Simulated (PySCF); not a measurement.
Computed shifts of a molecule C4H5Cl, B3LYP/pcSseg-1 in PySCF, GIAO, gas phase, atoms alike by connectivity averaged where their shifts nearly agree, in ppm (number of nuclei): ¹³C: 158.7 (1), 144.5 (1), 128.9 (1), 125.3 (1). ¹H: 6.60 (1), 6.17 (1), 5.78 (1), 5.74 (2). References: ¹³C against TMS (σ = 181.3 ppm); ³⁵Cl against HCl (σ = 933.3 ppm); ¹H against TMS (σ = 31.68 ppm), references at their B3LYP-D3(BJ)/def2-TZVP geometries, non-relativistic (without spin–orbit terms, shifts of atoms bonded to Cl or Br come out too high). Geometry optimised at B3LYP-D3(BJ)/def2-SVP. Other conformers were not sampled.

### Question
Which structure fits?
A) ClC1=CCC1
B) C=CC(=C)Cl
C) C=C=CCCl
D) CC=C=CCl

### Answer
B, C=CC(=C)Cl
